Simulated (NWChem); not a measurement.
The numbers come from NWChem runs, not from measurements. System: CCl, charge 0, spin multiplicity 4, at the geometry of a parent with another charge or spin, in a state set for the comparison that need not be this species' ground state. Its SCF solution wasn't tested for a lower state. Level: ROCCSD(T)/def2-TZVP, 6 core orbitals frozen.

The NWChem input:

```
start mol
memory heap 100 mb stack 700 mb global 1900 mb
geometry units angstroms nocenter noautoz
  C      0.000000     0.000000     1.238670
  Cl     0.000000     0.000000    -0.437178
  symmetry group C2v
end
basis spherical
  * library def2-tzvp
end
scf
  rohf
  nopen 3
  maxiter 100
  thresh 1e-7
  semidirect memsize 60000000 filesize 0
  # guess.movecs holds the orbitals of an unrestricted PBE0 run
  vectors input guess.movecs swap 9 11 output mol.movecs
end
tce
  freeze core 6
  ccsd(t)
  2eorb
  2emet 13
  thresh 1e-6
  maxiter 100
  tilesize 24
end
task tce energy
```

Output (cleaned and shortened):

```
             Northwest Computational Chemistry Package (NWChem) 7.3.0
             --------------------------------------------------------

                                NWChem Input Module
                                -------------------

 Scaling coordinates for geometry "geometry" by  1.889725989
 (inverse scale =  0.529177249)

 Turning off AUTOSYM since
 SYMMETRY directive was detected!

                             Geometry "geometry" -> ""
                             -------------------------

 Output coordinates in angstroms (scale by  1.889725989 to convert to a.u.)

  No.       Tag          Charge          X              Y              Z
 ---- ---------------- ---------- -------------- -------------- --------------
    1 C                    6.0000     0.00000000     0.00000000     1.23867000
    2 Cl                  17.0000     0.00000000     0.00000000    -0.43717800

 Effective nuclear repulsion energy (a.u.)      32.2082190019

            Nuclear Dipole moment (a.u.)
            ----------------------------
        X                 Y               Z
 ---------------- ---------------- ----------------
     0.0000000000     0.0000000000    -0.0000113384

      Symmetry information
      --------------------

 Group name             C2v
 Group number             16
 Group order               4
 No. of unique centers     2

      Symmetry unique atoms

     1    2


 Summary of "ao basis" -> "" (spherical)
 ------------------------------------------------------------------------------
       Tag                 Description            Shells   Functions and Types
 ---------------- ------------------------------  ------  ---------------------
 *                         def2-tzvp                  on all atoms

 Summary of "ao basis" -> "ao basis" (spherical)
 ------------------------------------------------------------------------------
       Tag                 Description            Shells   Functions and Types
 ---------------- ------------------------------  ------  ---------------------
 C                         def2-tzvp                11       31   5s3p2d1f
 Cl                        def2-tzvp                13       37   5s5p2d1f

                                 NWChem SCF Module
                                 -----------------

  ao basis        = "ao basis"
  functions       =    68
  atoms           =     2
  closed shells   =    10
  open shells     =     3
  charge          =   0.00
  wavefunction    = ROHF
  use symmetry    = T
  symmetry adapt  = T

 Summary of "ao basis" -> "ao basis" (spherical)
 ------------------------------------------------------------------------------
       Tag                 Description            Shells   Functions and Types
 ---------------- ------------------------------  ------  ---------------------
 C                         def2-tzvp                11       31   5s3p2d1f
 Cl                        def2-tzvp                13       37   5s5p2d1f

      Symmetry analysis of basis
      --------------------------

        a1         30
        a2          6
        b1         16
        b2         16

 Forming initial guess at       0.1s

 Swapping ROHF orbitals     9   11

      Symmetry analysis of molecular orbitals - initial
      -------------------------------------------------

  Numbering of irreducible representations:

     1 a1          2 a2          3 b1          4 b2

  Orbital symmetries:

     1 a1          2 a1          3 a1          4 a1          5 b1
     6 b2          7 a1          8 a1          9 b1         10 b2
    11 a1         12 b2         13 b1         14 a1         15 a1
    16 a1         17 b2         18 b1         19 a1         20 b2
    21 b1         22 a2         23 a1

 Starting SCF solution at       0.1s

 ----------------------------------------------
         Quadratically convergent ROHF

 Convergence threshold     :          1.000E-07
 Maximum no. of iterations :          100
 Final Fock-matrix accuracy:          1.000E-09
 ----------------------------------------------

              iter       energy          gnorm     gmax       time
             ----- ------------------- --------- --------- --------
                 1     -496.9678668296  1.41D+00  5.33D-01      0.9
                 2     -497.1160663892  8.76D-01  4.67D-01      1.0
                 3     -497.1724355813  6.25D-01  2.37D-01      1.0
                 4     -497.2019058015  3.27D-01  8.67D-02      1.0
                 5     -497.2067083877  1.49D-02  6.84D-03      1.1
                 6     -497.2067791318  1.33D-04  4.53D-05      1.3
                 7     -497.2067791374  1.35D-08  8.81D-09      1.5

       Final ROHF results
       ------------------

         Total SCF energy =   -497.206779137433
      One-electron energy =   -749.495193673135
      Two-electron energy =    220.080195533759
 Nuclear repulsion energy =     32.208219001944

        Time for solution =      1.4s

       Symmetry analysis of molecular orbitals - final
       -----------------------------------------------

  Numbering of irreducible representations:

     1 a1          2 a2          3 b1          4 b2

  Orbital symmetries:

     1 a1          2 a1          3 a1          4 a1          5 b1
     6 b2          7 a1          8 a1          9 b1         10 b2
    11 a1         12 b2         13 b1         14 a1         15 a1
    16 a1         17 b1         18 b2         19 a1         20 b2
    21 b1         22 a1         23 a2

             Final eigenvalues
             -----------------

              1
    1 -104.8714
    2  -11.3157
    3  -10.5975
    4   -8.0647
    5   -8.0627
    6   -8.0627
    7   -1.1586
    8   -0.7195
    9   -0.5128
   10   -0.5128
   11   -0.3184
   12   -0.1081
   13   -0.1081
   14    0.2106
   15    0.2426
   16    0.3300
   17    0.3439
   18    0.3439
   19    0.4885
   20    0.5095
   21    0.5095
   22    0.5918
   23    0.5918

                       ROHF Final Molecular Orbital Analysis
                       -------------------------------------

 Vector   11  Occ=1.000000D+00  E=-3.183631D-01  Symmetry=a1
              MO Center= -1.3D-15, -4.8D-16,  1.4D+00, r^2= 1.1D+00
   Bfn.  Coefficient  Atom+Function         Bfn.  Coefficient  Atom+Function
  ----- ------------  ---------------      ----- ------------  ---------------
     4      0.443393  1 C  s                  3      0.331668  1 C  s
     8      0.281473  1 C  pz                11      0.280564  1 C  pz
    48     -0.201475  2 Cl pz                 2     -0.184239  1 C  s
     5      0.158695  1 C  s

 Vector   12  Occ=1.000000D+00  E=-1.080890D-01  Symmetry=b2
              MO Center= -7.6D-19, -1.4D-15,  1.2D+00, r^2= 1.2D+00
   Bfn.  Coefficient  Atom+Function         Bfn.  Coefficient  Atom+Function
  ----- ------------  ---------------      ----- ------------  ---------------
    10      0.490481  1 C  py                 7      0.471798  1 C  py
    13      0.235327  1 C  py                50     -0.191642  2 Cl py

 Vector   13  Occ=1.000000D+00  E=-1.080890D-01  Symmetry=b1
              MO Center=  1.1D-15,  7.4D-19,  1.2D+00, r^2= 1.2D+00
   Bfn.  Coefficient  Atom+Function         Bfn.  Coefficient  Atom+Function
  ----- ------------  ---------------      ----- ------------  ---------------
     9      0.490481  1 C  px                 6      0.471798  1 C  px
    12      0.235327  1 C  px                49     -0.191642  2 Cl px

 Vector   14  Occ=0.000000D+00  E= 2.106489D-01  Symmetry=a1
              MO Center=  5.9D-18, -3.4D-18,  5.0D-01, r^2= 5.3D+00
   Bfn.  Coefficient  Atom+Function         Bfn.  Coefficient  Atom+Function
  ----- ------------  ---------------      ----- ------------  ---------------
    36      1.681553  2 Cl s                 14      1.320009  1 C  pz
    51      1.288535  2 Cl pz                 4     -1.157874  1 C  s
     5     -0.525935  1 C  s                 11      0.387599  1 C  pz
    48      0.238872  2 Cl pz                34     -0.154482  2 Cl s
    22     -0.151835  1 C  d  0

 Vector   15  Occ=0.000000D+00  E= 2.426013D-01  Symmetry=a1
              MO Center= -1.6D-16,  3.0D-16,  5.9D-01, r^2= 4.5D+00
   Bfn.  Coefficient  Atom+Function         Bfn.  Coefficient  Atom+Function
  ----- ------------  ---------------      ----- ------------  ---------------
     5      2.796577  1 C  s                 36     -1.549066  2 Cl s
     4     -1.418159  1 C  s                 14     -0.988926  1 C  pz
    51     -0.696361  2 Cl pz                59     -0.218934  2 Cl d  0
    11     -0.200151  1 C  pz                22      0.173583  1 C  d  0

 Vector   16  Occ=0.000000D+00  E= 3.299629D-01  Symmetry=a1
              MO Center= -4.3D-15,  1.2D-14,  1.2D+00, r^2= 4.7D+00
   Bfn.  Coefficient  Atom+Function         Bfn.  Coefficient  Atom+Function
  ----- ------------  ---------------      ----- ------------  ---------------
    14      1.131368  1 C  pz                11     -0.711927  1 C  pz
    51     -0.608588  2 Cl pz                 5      0.568205  1 C  s
     4     -0.349018  1 C  s                 36      0.243842  2 Cl s
     8     -0.231168  1 C  pz                59      0.150598  2 Cl d  0

 center of mass
 --------------
 x =   0.00000000 y =   0.00000000 z =  -0.01704182

 moments of inertia (a.u.)
 ------------------
          89.602389536507           0.000000000000           0.000000000000
           0.000000000000          89.602389536507           0.000000000000
           0.000000000000           0.000000000000           0.000000000000

  Mulliken analysis of the total density
  --------------------------------------

    Atom       Charge   Shell Charges
 -----------   ------   -------------------------------------------------------
    1 C    6     5.98   0.85  1.12  0.48  0.70  0.09  1.10  1.28  0.29  0.01  0.05  0.01
    2 Cl  17    17.02   2.01  0.45  1.52  1.10  0.82  4.18  1.69  1.07  2.76  1.33  0.02  0.06  0.01

 Mulliken analysis of the open-shell density
 -------------------------------------------

    Atom       Charge   Shell Charges
 -----------   ------   -------------------------------------------------------
    1 C    6     2.83   0.01 -0.01  0.19  0.28  0.09  0.93  1.04  0.29  0.00  0.01 -0.00
    2 Cl  17     0.17   0.00  0.00 -0.00  0.00 -0.00  0.01 -0.01  0.05  0.10 -0.02  0.01  0.02  0.00

       Multipole analysis of the density wrt the origin
       ------------------------------------------------

     L   x y z        total         open         nuclear
     -   - - -        -----         ----         -------
     0   0 0 0     -0.000000     -3.000000     23.000000

     1   1 0 0      0.000000      0.000000      0.000000
     1   0 1 0     -0.000000      0.000000      0.000000
     1   0 0 1      0.220206     -7.081210     -0.000011

     2   2 0 0    -13.860116     -3.536079      0.000000
     2   1 1 0      0.000000      0.000000      0.000000
     2   1 0 1      0.000000      0.000000      0.000000
     2   0 2 0    -13.860116     -3.536079      0.000000
     2   0 1 1     -0.000000      0.000000      0.000000
     2   0 0 2    -11.938413    -22.530728     44.477386

                   NWChem Extensible Many-Electron Theory Module
                   ---------------------------------------------


            General Information
            -------------------
      Number of processors :     1
         Wavefunction type : Restricted open-shell Hartree-Fock
          No. of electrons :    23
           Alpha electrons :    13
            Beta electrons :    10
           No. of orbitals :   136
            Alpha orbitals :    68
             Beta orbitals :    68
        Alpha frozen cores :     6
         Beta frozen cores :     6
     Alpha frozen virtuals :     0
      Beta frozen virtuals :     0
         Spin multiplicity : quartet
    Number of AO functions :    68
       Number of AO shells :    24
        Use of symmetry is : on
      Symmetry adaption is : on
         Schwarz screening : 0.10D-09

          Correlation Information
          -----------------------
          Calculation type : Coupled-cluster singles & doubles w/ perturbation
   Perturbative correction : (T)
            Max iterations :      100
        Residual threshold : 0.10D-05
     T(0) DIIS level shift : 0.00D+00
     L(0) DIIS level shift : 0.00D+00
     T(1) DIIS level shift : 0.00D+00
     L(1) DIIS level shift : 0.00D+00
     T(R) DIIS level shift : 0.00D+00
     T(I) DIIS level shift : 0.00D+00
   CC-T/L Amplitude update :  5-th order DIIS
                I/O scheme : Global Array Library
        L-threshold :  0.10D-05
        EOM-threshold :  0.10D-05
 no EOMCCSD initial starts read in
 TCE RESTART OPTIONS
 SLICE:      F
 D4D5:       F
 quantumc:   F
 qrotation:  F
 pwtce:      F
 qducc:      F
 nacto:                         0
 nrotv:                         0
 nrot:                          0

            Memory Information
            ------------------
          Available GA space size is     249027552 doubles
          Available MA space size is     104850596 doubles

 Maximum block size supplied by input
 Maximum block size        24 doubles

 tile_dim =     23

 -------------------------------------------------

 Global array virtual files algorithm will be used

 Parallel file system coherency ......... OK

 4-electron integrals stored in orbital form

 v2    file size   =          1133171
 4-index algorithm nr.  13 is used
 imaxsize =       30
 imaxsize ichop =        0


CCSD iterations
 ---------------------------------------------------------
 Iter          Residuum       Correlation     Cpu    Wall
 ---------------------------------------------------------
    1   0.1412532615816  -0.2662141107398     1.1     1.1
    2   0.0404063238849  -0.2779837298772     1.0     1.0
    3   0.0203217003329  -0.2829408693950     0.8     0.8
    4   0.0125105991489  -0.2840092886581     0.8     0.8
    5   0.0097500353729  -0.2842404517697     0.8     0.8
    6   0.0019551544156  -0.2846295918568     0.8     0.8
    7   0.0011967432717  -0.2846046489002     0.8     0.8
    8   0.0010724290228  -0.2845950566179     0.8     0.8
    9   0.0009805227154  -0.2846435717756     0.8     0.8
   10   0.0010208760187  -0.2846127697537     1.0     1.0
   11   0.0000669590779  -0.2846427259812     1.0     1.0
   12   0.0000308593569  -0.2846448425795     1.0     1.0
   13   0.0000294535242  -0.2846438656914     0.9     0.9
   14   0.0000267772331  -0.2846459972954     1.0     1.0
   15   0.0000312827881  -0.2846439931154     0.9     0.9
   16   0.0000028188235  -0.2846453427243     1.1     1.1
   17   0.0000014660556  -0.2846451782079     1.0     1.0
   18   0.0000014675617  -0.2846451941893     1.0     1.0
   19   0.0000012554693  -0.2846452299617     1.0     1.0
   20   0.0000013630060  -0.2846452035726     1.1     1.1
   21   0.0000001182934  -0.2846452341532     0.7     0.7
 -----------------------------------------------------------------
 Iterations converged
 CCSD correlation energy / hartree =        -0.284645234153163
 CCSD total energy / hartree       =      -497.491424371585708

 Singles contributions

 Doubles contributions
 CCSD(T)
 Using plain CCSD(T) code
             total no. of tasks         2614
 total no. of tasks / no. procs         2614
                         wl_min            1           1.0
                         wl_max        97336           6.8
        thresh for no. of tasks         2614

 CCSD[T]  correction energy / hartree =        -0.013269326636866
 CCSD[T] correlation energy / hartree =        -0.297914560790029
 CCSD[T] total energy / hartree       =      -497.504693698222582
 CCSD(T)  correction energy / hartree =        -0.012709923567301
 CCSD(T) correlation energy / hartree =        -0.297355157720463
 CCSD(T) total energy / hartree       =      -497.504134295152994

 Task  times  cpu:       31.5s     wall:       31.5s

 Total times  cpu:       31.6s     wall:       31.6s
```
